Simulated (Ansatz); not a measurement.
Reaction (ligand exchange at a B–N bond): `B[NH][GeH]([CH3])[F]` + `COCN` → `BNCOC` + `[CH3][GeH]([NH2])[F]`

Isolated molecules relaxed with PBE0-D4/def2-TZVP in Ansatz; ΔE leaves out vibrations. CBS: MP2 limit from def2 TZ/QZ plus the TZ coupled-cluster correction, frozen cores. This one scheme is used for every species. Functionals use def2-TZVPP. For Ge outer-core shells are correlated without core-valence functions, which leaves a few kJ/mol of doubt a bond. Scalar relativity is left out up to krypton. One conformer a species, not always the lowest.

`B[NH][GeH]([CH3])[F]`:

```xyz
12

B    -0.896   -1.011    1.921
N    -0.868   -0.204    0.783
Ge    0.647    0.465   -0.014
C     0.546    0.363   -1.940
F     0.691    2.170    0.358
H    -1.946   -1.386    2.360
H     0.141   -1.323    2.436
H    -1.749    0.055    0.362
H     1.858   -0.171    0.672
H     1.416    0.846   -2.384
H     0.511   -0.678   -2.265
H    -0.353    0.874   -2.289
```

`COCN`:

```xyz
11

C    -0.252   -0.894   -1.109
O    -0.830   -0.613    0.135
C     0.042    0.055    1.027
N     0.369    1.410    0.717
H     0.680   -1.467   -0.999
H    -0.966   -1.493   -1.676
H    -0.035    0.016   -1.685
H    -0.473    0.026    1.988
H     0.979   -0.512    1.111
H    -0.461    1.976    0.600
H     0.945    1.497   -0.109
```

`BNCOC`:

```xyz
13

B     0.054    2.359   -0.663
N    -0.621    1.273   -0.127
C    -0.026    0.099    0.418
O    -0.291   -0.990   -0.427
C     0.207   -2.192    0.095
H    -0.579    3.272   -1.105
H     1.251    2.354   -0.653
H    -1.630    1.244   -0.143
H     1.055    0.269    0.509
H    -0.431   -0.116    1.420
H    -0.049   -2.984   -0.608
H     1.299   -2.162    0.212
H    -0.239   -2.426    1.072
```

`[CH3][GeH]([NH2])[F]`:

Z-matrix (Å, degrees):
```
C
Ge 1 1.931
H 1 1.090 2 110.0
H 1 1.091 2 109.7 3 119.4
H 1 1.090 2 110.3 3 -120.6
N 2 1.817 1 110.4 3 -177.0
F 2 1.757 1 105.4 3 -57.5
H 2 1.534 1 117.1 3 58.4
H 6 1.010 2 115.9 1 52.1
H 6 1.010 2 115.8 1 -177.9
```

| species | PBE0 energy (Eh) |
| --- | --- |
| `B[NH][GeH]([CH3])[F]` | -2298.44120 |
| `COCN` | -210.22740 |
| `BNCOC` | -235.67550 |
| `[CH3][GeH]([NH2])[F]` | -2272.99568 |

Question: Work out ΔE.

Answer: ΔE = (-235.67550) + (-2272.99568) − (-2298.44120) − (-210.22740) = -0.00258 Eh = -6.8 kJ/mol. CCSD(T)/CBS gives -5.1 kJ/mol.

Largest T1 diagnostic among the species: 0.012.
